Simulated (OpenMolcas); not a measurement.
An OpenMolcas run meant for Gd3+ (ANO-RCC-VDZP, DKH3; inactive shells 1s 2s 2p 3s 3p 3d 4s 4p 4d 5s 5p; intended active space 7 electrons in 7 orbitals (4f)). One step of its input:

```
&RASSCF
FileOrb=start.orb
Symmetry=2
Spin=8
nActEl=8 0 0
Inactive=15 12
Ras2=0 7
CIRoot=1 1 1
SDav=1
CIMx=300
Iter=61 100
PrWF=0.3
OrbListing=Nothing
MaxOrb=0
Atom
>>> COPY $Project.JobIph JOB001
```

Lines from the output:

```
--- SEWARD ---
Basis set label: GD.ANO-RCC...7S6P4D2F1G.

      Electronic valence basis set:
      ------------------
      Associated Effective Charge  64.000000 au
      Associated Actual Charge     64.000000 au
      Nuclear Model: Point charge

      Shell  nPrim  nBasis  Cartesian Spherical Contaminant
         s      25       7        X
         p      22       6        X
         d      15       4                 X
         f      11       2                 X
         g       4       1                 X
Relativistic=R03O02
                  Relativistic Douglas-Kroll-Hess integrals:
                    - DKH order of Hamiltonian: 3
                    - DKH order of Properties : 2
--- RASSCF ---

 Nr of active orbitals     NAC=   7
 Spin degeneracy         ISPIN=   8
 There can be no such wave function.
 ************************************************
--- Stop Module: rasscf at  /rc=_RC_INPUT_ERROR_ ---
.####################.
.# User input error #.
.####################.
```

Problem. What is wrong with the input?

Solution. nActEl holds one electron too many for this ion, which clashes with the multiplicity.
